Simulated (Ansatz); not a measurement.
This geometry of ClH$_{6}$MgNSi (10 atoms, charge 0, multiplicity 1) is a first-order saddle point.

Level of theory: RKS PBE-D4/def2-mTZVP in Ansatz 0.2.0.

```xyz
10
Properties=species:S:1:pos:R:3
Mg -0.973 -0.034 -1.196
N 0.947 0.371 -1.491
Cl -3.109 -0.357 -1.715
H 0.667 0.139 0.002
Si -0.021 -0.206 1.593
H 1.615 -0.302 -1.881
H 1.308 1.304 -1.711
H 0.811 -1.327 2.141
H -1.460 -0.604 1.827
H 0.213 1.017 2.430
```

**Question.** Which two structures does it join? (They come from a converged band through this point; their orientation in space is the band's.)

**Answer.** Bonds broken: Mg1–H4, H4–Si5. Bonds formed: N2–H4.

Initial state:

```xyz
10
Properties=species:S:1:pos:R:3
Mg -1.138 -0.042 -1.350
N 0.763 0.276 -0.823
Cl -2.847 -0.190 -2.762
H -1.201 -0.336 0.562
Si 0.247 -0.124 1.223
H 1.497 -0.365 -1.146
H 1.170 1.214 -0.917
H 1.222 -1.267 1.140
H -0.397 -0.453 2.567
H 0.684 1.287 1.504
```

Final state:

```xyz
10
Properties=species:S:1:pos:R:3
Mg -0.877 -0.122 -0.377
N 0.766 0.401 -1.736
Cl -2.422 -0.197 -2.044
H 1.712 0.551 -1.369
Si -0.254 -0.352 2.117
H 0.831 -0.328 -2.457
H 0.499 1.250 -2.247
H 0.819 -1.384 2.371
H -1.386 -0.736 3.032
H 0.312 0.917 2.709
```

**Question.** How far does it lie above each of them?

**Answer.** 0.79 eV above the first and 1.62 eV above the second. This is the barrier of this one path; another mechanism may lie lower. The orbitals stay closed-shell, which can raise the energy where a bond breaks towards radicals; this wasn't checked here.

Time of the run: 5.6 min on 2 threads of Arm Neoverse V1, on a shared host, peak memory 0.14 GiB.
